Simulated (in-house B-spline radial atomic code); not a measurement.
# Ionising K IV (K3+) with different functionals

Computed with an all-electron radial atomic-structure program (B-spline basis): non-relativistic Hamiltonian, point nucleus, spin-polarised at highest spin, spherical fractional occupations for the functionals, and exact exchange of hybrids averaged over the configuration. The ionisation energy is the difference of two self-consistent energies, [Ne] 3s2 3p4 → [Ne] 3s2 3p3, without Breit or QED terms; ε is the level of the shell that loses the electron (its least bound occupied spin orbital).

```
   method                    rung  ΔSCF (eV)  -ε(3p) (eV)
     PBE0           global hybrid      60.69        55.24
    B3LYP           global hybrid      60.92        54.94
    TPSSh           global hybrid      60.58        53.98
   M06-2X           global hybrid      61.12        57.84
BHandHLYP           global hybrid      60.73        57.22
  r2SCAN0           global hybrid      60.38        55.14
    B97-1           global hybrid      60.75        54.93
    HSE06  range-separated hybrid      60.71        54.83
    wB97X  range-separated hybrid      60.76        57.95
CAM-B3LYP  range-separated hybrid      60.92        56.88
  LC-wPBE  range-separated hybrid      60.91        58.47
```

Among the functionals, which spreads more, the ΔSCF values or the orbital energies?

The orbital energies: ΔSCF values span about 0.75 eV and the orbital energies 4.49 eV; here energy differences depend much less on the functional than eigenvalues do.

How do they compare with the NIST value?

NIST lists 60.92 eV ± 0.019 (semi-empirical, ground level to ground level). Errors run from -0.54 to +0.21 eV; CAM-B3LYP is closest (+0.00 eV), though others lie within the uncertainty of it, and part of that can be cancellation, since the calculations leave out relativity, Breit-QED terms, multiplet and fine-structure energies.
